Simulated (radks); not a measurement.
Results of a calculation; reference values are marked as such.
Species: Nd XLI. Configuration: [Ar] 3d2. Level of theory: scalar-relativistic Kohn-Sham, r2SCAN, spin-polarised, spherical densities, finite nucleus; open shells are filled with parallel spins first (spin-orbit coupling, left out, can overturn this in heavy ions); meta-GGA in the generalised Kohn-Sham scheme; Fermi nuclear charge, rms radius 4.9123 fm (a radial shooting solver on a logarithmic mesh with Libxc functionals).

Unscreened Slater integrals over Kohn-Sham orbitals (eV). They are taken over the spin-up orbitals.

integral    value
F0(3d,3d)  114.00
F2(3d,3d)  58.893
F4(3d,3d)  38.090
F0(3d,3p)  105.59
F2(3d,3p)  50.809
G1(3d,3p)  54.014
G3(3d,3p)  36.234
F0(3d,3s)  104.13
G2(3d,3s)  40.951
F0(3d,2p)  144.44
F2(3d,2p)  43.572
G1(3d,2p)  40.697
G3(3d,2p)  23.457
F0(3p,3p)  100.69
F2(3p,3p)  50.602
F0(3p,3s)  99.348
G1(3p,3s)  64.503
F0(3p,2p)  133.46
F2(3p,2p)  33.624
G0(3p,2p)  13.393
G2(3p,2p)  14.740
F0(3s,3s)  98.299
F0(3s,2p)  128.87
G1(3s,2p)  13.154
F0(2p,2p)  281.71
F2(2p,2p)  133.63

Derived for the open shells (J is the average intra-shell exchange parameter used in DFT+U). 3d: Racah B = F2/49 - 5 F4/441 = 0.7700 eV, C = 35 F4/441 = 3.023 eV, C/B = 3.93, F4/F2 = 0.647, J = (F2 + F4)/14 = 6.927 eV.
